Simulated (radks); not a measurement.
Removal energies from the barium ion Ba9+, [Kr] 4d10 5s1, by Delta-SCF beside the eigenvalue of the level emptied. Calculated with a radial shooting solver on a logarithmic mesh with Libxc functionals: scalar-relativistic Kohn-Sham, BLYP, spin-polarised, spherical densities, finite nucleus; Fermi nuclear charge, rms radius of each element as measured or else 0.836 A^(1/3) + 0.57 fm. Open shells are filled with parallel spins first.

[
 {"removed from": "5s", "final configuration": "[Kr] 4d10", "Delta-SCF (eV)": "148.24", "-eigenvalue (eV)": "140.76"},
 {"removed from": "4d", "final configuration": "[Kr] 4d9 5s1", "Delta-SCF (eV)": "223.17", "-eigenvalue (eV)": "210.18"},
 {"removed from": "4p", "final configuration": "[Ar] 3d10 4s2 4p5 4d10 5s1", "Delta-SCF (eV)": "316.29", "-eigenvalue (eV)": "302.49"},
 {"removed from": "4s", "final configuration": "[Ar] 3d10 4s1 4p6 4d10 5s1", "Delta-SCF (eV)": "380.12", "-eigenvalue (eV)": "365.76"}
]
